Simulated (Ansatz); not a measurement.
The cluster HfSe2⁺. Charge 1, multiplicity 2. Geometry PBE0-D4/def2-TZVP, basis def2-TZVP, Ansatz.

Cartesian coordinates in Å:
```
Hf 0.2213 -0.6679 1.2180
Se 1.0525 0.6333 -0.6562
Se -1.2739 0.0346 -0.5618
```

```
run  HOMO (eV)  LUMO (eV)
  A     -10.16      -8.30
  B      -9.78      -8.56
  C     -10.84      -7.76
  D     -12.97      -6.13
  E     -11.15      -7.56
```

In the def2 sets Hf takes a core potential; there is no spin–orbit coupling. No other spin state of charge 1 was run. Another isomer (doublet) lies 0.06 eV lower at PBE0-D4/def2-TZVP; other spin states weren't run for this one.

HOMO and LUMO are taken over both spins.

Q: The runs used PBE, PBE0, r2SCAN, r2SCAN0, ωB97X-V. Estimate which is which.

A: A r2SCAN (0 % exact exchange); B PBE (0 % exact exchange); C PBE0 (25 % exact exchange); D ωB97X-V (range-separated); E r2SCAN0 (25 % exact exchange). Exact exchange lowers occupied and raises empty levels; among semilocal functionals meta-GGAs tend to open the gap a little, and such runs are hard to tell apart. The gap grows from 1.22 eV (PBE) to 6.84 eV (ωB97X-V).
